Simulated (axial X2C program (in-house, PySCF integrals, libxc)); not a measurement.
## F or C: which binds elements of chip processing more strongly?

Computed with an axial X2C code built on PySCF integrals, spin-free (one-electron X2C) or two-component (2c: spin–orbit coupling with atomic mean-field Coulomb and Gaunt terms, which also bring small scalar terms), in Dyall basis sets with cores contracted in-house; open shells are unrestricted.

Level PBE0, spin-free. Dyall triple-zeta sets: PF v3z/av3z; PC v3z/v3z; TiF cv3z/av3z; TiC cv3z/v3z; GaF cv3z/av3z; GaC cv3z/v3z; GeF cv3z/av3z; GeC cv3z/v3z; AsF cv3z/av3z; AsC cv3z/v3z; RuF cv3z/av3z; RuC cv3z/v3z; InF cv3z/av3z; InC cv3z/v3z; SnF cv3z/av3z; SnC cv3z/v3z; SbF cv3z/av3z; SbC cv3z/v3z.

Diatomic bonds are a first guide to the radicals met in plasma etching, cleaning and deposition, though surfaces and higher halides or oxides behave in their own way.

```json
{"element M": "P", "state of MF": "M_S = 1, Λ = 0", "Re MF (Å)": "1.606", "D0 MF (eV)": "4.59", "state of MC": "M_S = 1/2, Λ = 0", "Re MC (Å)": "1.555", "D0 MC (eV)": "5.16"}
{"element M": "Ti", "state of MF": "M_S = 3/2, Λ = 0", "Re MF (Å)": "1.773", "D0 MF (eV)": "6.09", "state of MC": "M_S = 1, Λ = 0", "Re MC (Å)": "1.642", "D0 MC (eV)": "3.98"}
{"element M": "Ga", "state of MF": "M_S = 0, Λ = 0", "Re MF (Å)": "1.783", "D0 MF (eV)": "5.89", "state of MC": "M_S = 3/2, Λ = 0", "Re MC (Å)": "1.994", "D0 MC (eV)": "3.26"}
{"element M": "Ge", "state of MF": "M_S = 1/2, Λ = 1", "Re MF (Å)": "1.753", "D0 MF (eV)": "5.13", "state of MC": "M_S = 1, Λ = 1", "Re MC (Å)": "1.791", "D0 MC (eV)": "3.73"}
{"element M": "As", "state of MF": "M_S = 1, Λ = 0", "Re MF (Å)": "1.741", "D0 MF (eV)": "4.15", "state of MC": "M_S = 1/2, Λ = 0", "Re MC (Å)": "1.660", "D0 MC (eV)": "4.29"}
{"element M": "Ru", "state of MF": "M_S = 3/2, Λ = 3", "Re MF (Å)": "1.901", "D0 MF (eV)": "3.92", "state of MC": "M_S = 0, Λ = 0", "Re MC (Å)": "1.576", "D0 MC (eV)": "5.98"}
{"element M": "In", "state of MF": "M_S = 0, Λ = 0", "Re MF (Å)": "1.995", "D0 MF (eV)": "5.41", "state of MC": "M_S = 3/2, Λ = 0", "Re MC (Å)": "2.200", "D0 MC (eV)": "2.94"}
{"element M": "Sn", "state of MF": "M_S = 1/2, Λ = 1", "Re MF (Å)": "1.949", "D0 MF (eV)": "4.83", "state of MC": "M_S = 1, Λ = 1", "Re MC (Å)": "2.008", "D0 MC (eV)": "3.09"}
{"element M": "Sb", "state of MF": "M_S = 1, Λ = 0", "Re MF (Å)": "1.921", "D0 MF (eV)": "4.09", "state of MC": "M_S = 1/2, Λ = 0", "Re MC (Å)": "1.877", "D0 MC (eV)": "3.31"}
```

Task: Work out the energy at 0 K of MF + C → MC + F for each element.

Result: ΔE = D0(MF) − D0(MC) at PBE0, spin-free: P -0.57, Ti 2.11, Ga 2.63, Ge 1.40, As -0.14, Ru -2.06, In 2.47, Sn 1.74, Sb 0.78 eV (negative: the exchange gives off energy).

Task: For which element is the exchange to C most and for which least favourable, and what is the energy of RuF + GaC → RuC + GaF?

Result: Ru most (-2.06 eV), Ga least (2.63 eV). The atoms cancel in the double exchange: ΔE = -2.06 − (2.63) = -4.69 eV, a figure less sensitive to errors in the atoms than D0 itself.

Each entry is the lowest single determinant of a limited PBE0 search at one distance. D0 = De minus the zero-point energy; De goes to single-determinant-based atoms at the same level (for ions the charge split of lowest energy) and is withheld (n/a) where an atom does not fit its ground term or J level. Main or longest-lived isotopes. One determinant is a doubtful description, or other states lie close, for PC, TiF, TiC, GeC, AsF, AsC, RuF, RuC, SnC, SbF, SbC; these need not be ground states, and all values refer to the states named. The functionals have no current term, which raises determinants with orbital currents. These D0 were not checked against measured values; triple-zeta sets, frozen cores and single determinants leave errors of some tenths of an eV, more for transition metals.
